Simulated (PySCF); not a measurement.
Electron correlation in F⁻ (fluorine, charge -1)

[Ne], closed-shell 1S. All numbers are calculated (PySCF 2.14, no relativity, point nucleus, in def2-TZVPPD). Frozen: nothing; 10 electrons correlated.

| level | correlation energy (mhartree) |
| --- | --- |
| CCSD | -300.66 |
| (T) | -9.60 |
| CCSD(T) | -310.26 |

Diagnostics: T1 = 0.020, D1 = 0.0365, largest double amplitude 0.038.

Cost of the coupled-cluster step: of the order of 0.5 core-seconds, for 10 correlated electrons.

This basis was not built for core-valence correlation, so the inner-shell part is incomplete.
